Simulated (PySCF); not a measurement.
Output of ΔSCF core-hole calculations on `[H][Al]([H])[Br]` (AlH2Br).

Computed, not measured: delta-SCF UKS SCAN, pcX-2 on the ionised atom, pcseg-1 elsewhere, spin-free X2C (PySCF 2.14.0). Atoms in this output count from 0. The cycles run on a coarse integration grid; for E(ground) and E(ion) the exchange–correlation energy is redone on a finer one, so they differ from the last cycle, and only they enter the binding energy.

Coordinates (Å, PBE0-D3(BJ)/def2-SVP):
```
Al     0.098315     0.170776    -0.002599
H      1.676638     0.098180     0.010605
H     -0.734267     1.514013    -0.025109
Br    -1.040686    -1.782969     0.017093
```

```
ground state, core basis on atom 0 (Al), 97 functions
  cycle   1  E = -2842.76268885  |g| = 2.45e-01
  cycle   2  E = -2842.75772917  |g| = 2.72e-01
  cycle   3  E = -2842.78182545  |g| = 4.35e-02
  cycle   4  E = -2842.78258862  |g| = 9.04e-03
  cycle   5  E = -2842.78261951  |g| = 2.02e-03
  cycle   6  E = -2842.78262207  |g| = 3.39e-04
  E(ground) = -2842.91999745 Eh
hole in Al 1s of atom 0
  cycle   1  E = -2784.15550198  |g| = 3.97e+00
  cycle   2  E = -2783.55635495  |g| = 2.25e+00
  cycle   3  E = -2784.49441849  |g| = 8.95e-01
  cycle   4  E = -2785.08088251  |g| = 3.21e-01
  cycle   5  E = -2785.14905862  |g| = 5.88e-02
  cycle   6  E = -2785.15085893  |g| = 1.92e-02
  cycle   7  E = -2785.15116497  |g| = 1.22e-03
  cycle   8  E = -2785.15116583  |g| = 3.39e-04
  E(ion) = -2785.29025104 Eh   <S^2> = 0.7525   hole on atom = 1.000
```

Task: What is the Al 1s binding energy of atom 0?

Result: (-2785.290251 − (-2842.919997)) Eh × 27.2114 eV/Eh = 1568.18 eV, for the aluminium bonded to Br and 2 H.

Geometry: PBE0-D3(BJ)/def2-SVP; no solvent, vibrations or thermal averaging.
Labels such as C1 count atoms from 1, the log's own numbers from 0.
